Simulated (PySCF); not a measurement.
A calculated (UHF, PySCF 2.14, 6-31G*, the non-relativistic Hamiltonian (point nucleus)) atom or ion has these occupied shells.

```json
{"shell": "1s α", "electrons": "1", "orbital energy (eV)": "-798.76", "rms radius, mean of both spins (bohr)": "0.203"}
{"shell": "1s β", "electrons": "1", "orbital energy (eV)": "-795.10", "rms radius, mean of both spins (bohr)": "0.203"}
{"shell": "2s α", "electrons": "1", "orbital energy (eV)": "-108.12", "rms radius, mean of both spins (bohr)": "0.972"}
{"shell": "2s β", "electrons": "1", "orbital energy (eV)": "-95.990", "rms radius, mean of both spins (bohr)": "0.972"}
{"shell": "2p α", "electrons": "2", "orbital energy (eV)": "-87.994", "rms radius, mean of both spins (bohr)": "0.912"}
```

Question: Name the element and its charge.

Answer: F³⁺ (fluorine, charge +3), in [He] 2s2 2p2, high-spin 3P determinant.
